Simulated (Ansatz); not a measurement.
Reaction: BH2Br (SMILES BrB) → BHBr (SMILES [BH]Br, doublet) + H (doublet) (the B-H bond breaks)
Each species at its own B3LYP-D3(BJ)/def2-TZVP minimum (Ansatz, an electronic-structure program).

Total energies in hartree (Ansatz). UHF or UKS for unpaired electrons; spin-orbit terms are left out. Cores are frozen in correlated methods (noble-gas shells, and filled d and f shells in the p block). No relativity. For partners of very few electrons the exact lower level stands in for a higher one. Spin-orbit terms, left out, reach several kcal/mol for Br and I, and more for heavier atoms.

```csv
species,HF/cc-pVTZ,CCSD(T)/cc-pVTZ,HF/cc-pVQZ,CCSD(T)/cc-pVQZ,CCSDT(Q)/cc-pVQZ
"1: BH2Br (bromoborane, SMILES BBr)",-2598.33508,-2598.63982,-2598.33972,-2598.66821,-2598.66953
"2: BHBr (SMILES [BH]Br, doublet)",-2597.69545,-2597.96731,-2597.69989,-2597.99434,-2597.99585
3: H (doublet),-0.49981,-0.49981,-0.49995,-0.49995,-0.49995
```

Task: Work out the bond dissociation energy (electronic) in kcal/mol: take Hartree-Fock from cc-pVQZ, extrapolate the CCSD(T) correlation energy as X^-3 (X = 3, 4), and add CCSDT(Q) - CCSD(T) in cc-pVQZ. 1 hartree = 627.51 kcal/mol.

Result: 
Species 1: correlation (64·(-0.32849) - 27·(-0.30474))/37 = -0.34582; step -0.00132; E1 = -2598.33972 + (-0.34582) + (-0.00132) = -2598.68686
Species 2: correlation (64·(-0.29445) - 27·(-0.27186))/37 = -0.31093; step -0.00151; E2 = -2597.69989 + (-0.31093) + (-0.00151) = -2598.01233
Species 3: correlation (64·(0.00000) - 27·(0.00000))/37 = 0.00000; step +0.00000; E3 = -0.49995 + (0.00000) + (+0.00000) = -0.49995
-1·E1 +1·E2 +1·E3 = 0.17458 hartree = 109.6 kcal/mol.
